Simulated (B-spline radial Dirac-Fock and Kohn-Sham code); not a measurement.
Elastic scattering of 1 keV electrons by the free titanium atom

These are calculated numbers from a radial B-spline solver; the model is relativistic (Dirac) partial waves in the static field of the Dirac-Fock atom with Furness-McCarthy exchange, without polarisation or absorption potentials.

The run's input, task.json:

```json
{"items": [{
  "Z": 22,
  "q": 0,
  "cfg": [[1, 0, 2], [2, 0, 2], [2, 1, 6], [3, 0, 2], [3, 1, 6], [3, 2, 2], [4, 0, 2]],
  "A": 48,
  "rrms": 3.5921,
  "do": "elastic",
  "energies": [[1000, 0]],
  "theta": [0, 1, 2, 3, 5, 7, 10, 15, 20, 25, 30, 40, 50, 60, 70, 80, 90, 100, 110, 120, 130, 140, 150, 160, 170, 180]
}]}
```

Launch: `python xray2_run.py task.json out`

| θ (°) | dσ/dΩ (Å²/sr) | Sherman function |
| --- | --- | --- |
| 0 | 46.7 | 0.000 |
| 1 | 44.4 | 0.000 |
| 2 | 38.2 | 0.000 |
| 3 | 30.4 | 0.000 |
| 5 | 16.7 | 0.000 |
| 7 | 8.76 | 0.000 |
| 10 | 3.83 | 0.000 |
| 15 | 1.34 | 0.000 |
| 20 | 0.577 | 0.000 |
| 25 | 0.298 | 0.000 |
| 30 | 0.182 | 0.000 |
| 40 | 0.0868 | 0.002 |
| 50 | 0.0476 | 0.006 |
| 60 | 0.0289 | 0.007 |
| 70 | 0.0195 | 0.006 |
| 80 | 0.0147 | 0.000 |
| 90 | 0.0123 | -0.008 |
| 100 | 0.0115 | -0.015 |
| 110 | 0.0118 | -0.019 |
| 120 | 0.0127 | -0.019 |
| 130 | 0.0141 | -0.017 |
| 140 | 0.0156 | -0.014 |
| 150 | 0.0171 | -0.010 |
| 160 | 0.0183 | -0.007 |
| 170 | 0.0191 | -0.003 |
| 180 | 0.0193 | 0.000 |

The total elastic cross section is 2.08 Å², the first transport cross section 0.246 Å² and the second, weighted with (3/2) sin²θ, 0.354 Å². The mean deflection is ⟨1 − cos θ⟩ = 0.118, and 4.1 % of the collisions scatter beyond 90°.

On this grid of angles the cross section has a minimum near 100°, from interference among the few low partial waves with large phase shifts.
